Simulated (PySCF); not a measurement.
Electron correlation in Sb (antimony, neutral)

Starting occupation: [Kr] 4d10 5s2 5p2 6s1, 5p3/2 with m_j = +1/2, +3/2, 6s1/2 with m_j = +1/2. Computed with PySCF 2.14 in x2c-TZVPall-2c with one added diffuse shell each of s, p, d, f type (9s10p6d3f, 90 functions), with X2C-1e with screened-nucleus spin-orbit coupling, Gaussian nucleus. Frozen: [Ar] 3d10; 23 electrons correlated; the 6 highest virtual spinors left out.

MP2 pair energies summed by pair of shells (mhartree):

```json
{"pair": "4d-4d", "energy": "-161.43", "share (%)": "37.5"}
{"pair": "4d-4p", "energy": "-60.02", "share (%)": "13.9"}
{"pair": "4d-5s", "energy": "-57.94", "share (%)": "13.5"}
{"pair": "4d-5p", "energy": "-31.94", "share (%)": "7.4"}
{"pair": "5p-5s", "energy": "-28.47", "share (%)": "6.6"}
{"pair": "4p-4p", "energy": "-20.45", "share (%)": "4.8"}
{"pair": "4d-4s", "energy": "-13.46", "share (%)": "3.1"}
{"pair": "5s-5s", "energy": "-13.24", "share (%)": "3.1"}
{"pair": "4p-4s", "energy": "-9.29", "share (%)": "2.2"}
{"pair": "4p-5s", "energy": "-7.22", "share (%)": "1.7"}
{"pair": "5p-6s", "energy": "-5.83", "share (%)": "1.4"}
{"pair": "5s-6s", "energy": "-5.75", "share (%)": "1.3"}
{"pair": "5p-5p", "energy": "-4.72", "share (%)": "1.1"}
{"pair": "4d-6s", "energy": "-4.25", "share (%)": "1.0"}
{"pair": "4p-5p", "energy": "-3.36", "share (%)": "0.8"}
{"pair": "4s-4s", "energy": "-1.55", "share (%)": "0.4"}
{"pair": "4s-5s", "energy": "-0.71", "share (%)": "0.2"}
{"pair": "4p-6s", "energy": "-0.40", "share (%)": "0.1"}
{"pair": "4s-5p", "energy": "-0.37", "share (%)": "0.1"}
{"pair": "4s-6s", "energy": "-0.04", "share (%)": "0.0"}
```

Total MP2 correlation energy: -430.43 mhartree.

The GHF reference relaxed away from the jj start to a determinant that is no pure jj level (⟨S²⟩ = 3.51, ⟨J²⟩ = 8.77); the energies belong to that determinant.

This basis was not built for core-valence correlation, so the inner-shell part is incomplete.
